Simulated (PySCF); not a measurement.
# Spinor energies of In⁴⁰⁺ (indium, charge +40)

Start: [He] 2s2 2p5; 2p1/2 filled at m_j = -1/2, +1/2; 2p3/2 filled at m_j = -1/2, +1/2, +3/2. Calculated with PySCF 2.14 in an uncontracted even-tempered set (17 s from 19 bohr⁻², ratio 2.4; 12 p from 25 bohr⁻², ratio 2.4; 5 d from 92 bohr⁻², ratio 2.6; 4 f from 140 bohr⁻², ratio 2.6): generalised Hartree-Fock with the X2C-1e Hamiltonian and a Gaussian nucleus; one run each with spin-orbit coupling (SO) switched off, then screened by Boettger's factors.

```tsv
spinor shell	electrons	ε, spin-free (eV)	ε, screened SO (eV)	weight of nominal j (screened SO)	rms radius, screened SO (bohr)
1s1/2	2	-30855.1	-30849.8	1.000	0.0340
2s1/2	2	-6799.6	-6798.1	1.000	0.135
2p1/2	2	-6408.4	-6560.4	0.998	0.116
2p3/2	3	-6408.4	-6337.6	0.999	0.121
```

| quantity | spin-free | screened SO |
| --- | --- | --- |
| E (hartree) | -4285.27250 | -4288.89620 |
| M_J | 3/2 | 3/2 |
| ⟨J²⟩ | 3.750 | 3.750 |
| ⟨L²⟩ | 2.000 | 2.004 |
| ⟨S²⟩ | 0.750 | 0.754 |

Each row is a mean over spinors that exchange with the open shell spreads, by up to 39.569 eV (2s1/2).

Breit and QED terms are absent; they matter most for the inner s and p1/2 levels.

Densities and radii are taken from the X2C orbitals without a picture-change correction, which distorts them close to the nucleus.

Without spin-orbit coupling the j labels of p, d and f shells carry no meaning; the spin-free column gives the mean over the occupied spinors of each nl shell.
